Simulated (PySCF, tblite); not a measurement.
Species: acetic anhydride, C₄H₆O₃.
Bonds: C1–C2, C2–O3 (double), C2–O4, O4–C5, C5–C6, C5–O7 (double). Hydrogens: H8, H9, H10 on C1; H11, H12, H13 on C6.

Computed with GFN2-xTB (tblite), gas phase: Langevin dynamics at 600 K from the optimised GFN2-xTB geometry, time step 0.5 fs, friction 0.01 fs⁻¹, 2000 steps. Over the second half of the run the saved frames average 629 K.

Frame at 250 fs, instantaneous temperature 793 K:
```
atom  x, y, z in Å
C1     -2.692    0.210    0.568
C2     -1.575    0.001   -0.420
O3     -1.631    0.061   -1.601
O4     -0.367   -0.196    0.305
C5      0.763   -0.469   -0.453
C6      1.998    0.182    0.209
O7      0.769   -1.127   -1.488
H8     -2.439    0.914    1.358
H9     -3.634    0.417   -0.100
H10    -3.111   -0.677    1.059
H11     2.851   -0.463    0.205
H12     1.772    0.403    1.244
H13     2.101    1.235   -0.148
```

Frame at 425 fs, instantaneous temperature 651 K:
```
atom  x, y, z in Å
C1     -3.019   -0.772    0.950
C2     -1.812   -0.337    0.198
O3     -1.848    0.272   -0.774
O4     -0.548   -0.481    0.919
C5      0.312   -0.680   -0.086
C6      1.663   -0.064    0.206
O7     -0.099   -1.195   -1.081
H8     -2.876   -1.874    1.075
H9     -2.991   -0.391    2.036
H10    -3.897   -0.674    0.312
H11     2.392   -0.491   -0.450
H12     1.815   -0.236    1.321
H13     1.550    0.916   -0.177
```

Frame at 625 fs, instantaneous temperature 801 K:
```
atom  x, y, z in Å
C1     -2.533   -1.090    1.958
C2     -2.105   -0.491    0.637
O3     -2.748   -0.053   -0.230
O4     -0.679   -0.513    0.601
C5     -0.143   -0.555   -0.685
C6      1.245    0.047   -0.780
O7     -0.683   -1.157   -1.506
H8     -1.936   -0.472    2.729
H9     -3.628   -1.184    1.938
H10    -2.305   -2.247    2.035
H11     1.902   -0.704   -0.472
H12     1.404    0.847   -0.086
H13     1.332    0.235   -1.778
```

Frame at 800 fs, instantaneous temperature 698 K:
```
atom  x, y, z in Å
C1     -2.147   -1.080    1.921
C2     -2.116   -0.666    0.498
O3     -3.022   -0.235   -0.124
O4     -0.786   -0.555    0.169
C5     -0.503   -0.237   -1.138
C6      0.601    0.738   -1.301
O7     -1.008   -0.826   -2.033
H8     -1.498   -0.426    2.437
H9     -3.123   -1.198    2.121
H10    -1.666   -1.985    1.917
H11     1.245    0.742   -0.457
H12     0.252    1.795   -1.309
H13     1.111    0.537   -2.271
```

Frame at 1000 fs, instantaneous temperature 541 K:
```
atom  x, y, z in Å
C1     -1.725   -1.802    2.013
C2     -2.101   -1.024    0.772
O3     -3.179   -0.643    0.482
O4     -0.972   -0.937   -0.031
C5     -0.913   -0.277   -1.160
C6      0.512   -0.028   -1.431
O7     -1.813    0.066   -1.778
H8     -1.719   -2.865    1.734
H9     -0.779   -1.613    2.457
H10    -2.539   -1.510    2.657
H11     0.596    0.190   -2.489
H12     1.069   -0.775   -0.968
H13     0.661    0.793   -0.757
```

Q: What do single points at PBE0/pcSseg-1 (PySCF, gas phase) give on these frames?

A: 
```tsv
t (fs)	GFN2-xTB E above start (eV)	DFT E above lowest frame (eV)	HOMO (eV)	LUMO (eV)	dipole (D)
250	0.64	0.00	-7.92	-1.01	4.23
425	1.19	0.65	-7.73	-0.63	2.85
625	0.84	0.22	-8.06	-0.52	3.30
800	0.65	0.05	-8.06	-0.69	3.85
1000	0.66	0.10	-7.74	-0.63	4.35
```

Both levels order the frames alike by energy; measured from each level's lowest frame they differ by 0.10 eV at most. The HOMO–LUMO gap runs from 6.91 to 7.54 eV. These are instantaneous structures, not minima.

Q: And the isotropic GIAO shieldings (ppm) from the same runs?

A: 
| atom | 250 fs | 425 fs | 625 fs | 800 fs | 1000 fs | mean | range |
| --- | --- | --- | --- | --- | --- | --- | --- |
| C1 | 160.2 | 158.6 | 154.7 | 170.3 | 161.7 | 161.1 | 15.6 |
| C2 | 17.1 | 13.5 | 17.1 | 13.8 | 20.1 | 16.3 | 6.6 |
| O3 | -155.5 | -175.1 | -139.9 | -133.4 | -148.9 | -150.6 | 41.7 |
| O4 | -14.2 | -25.0 | -18.5 | 4.5 | 42.8 | -2.1 | 67.8 |
| C5 | 4.7 | 5.4 | 19.5 | 13.7 | 29.2 | 14.5 | 24.5 |
| C6 | 160.8 | 160.6 | 168.6 | 163.2 | 165.5 | 163.7 | 8.0 |
| O7 | -228.8 | -167.2 | -143.4 | -206.9 | -90.2 | -167.3 | 138.6 |
| H8 | 29.1 | 28.8 | 27.4 | 30.1 | 29.1 | 28.9 | 2.7 |
| H9 | 27.6 | 27.6 | 28.9 | 32.1 | 30.1 | 29.3 | 4.5 |
| H10 | 28.7 | 29.0 | 27.0 | 31.5 | 29.9 | 29.2 | 4.5 |
| H11 | 29.8 | 30.0 | 30.7 | 30.1 | 29.9 | 30.1 | 0.9 |
| H12 | 29.8 | 28.1 | 30.1 | 28.7 | 30.7 | 29.5 | 2.6 |
| H13 | 28.5 | 29.8 | 31.5 | 28.8 | 29.9 | 29.7 | 3.0 |

The cost below is that of the whole dynamics run. Hardware: Intel Xeon 6975P-C, one thread, no GPU, shared host with 384 logical CPUs at a one-minute load of 52. Cost: 6.4 s, 0.18 GiB resident at most.
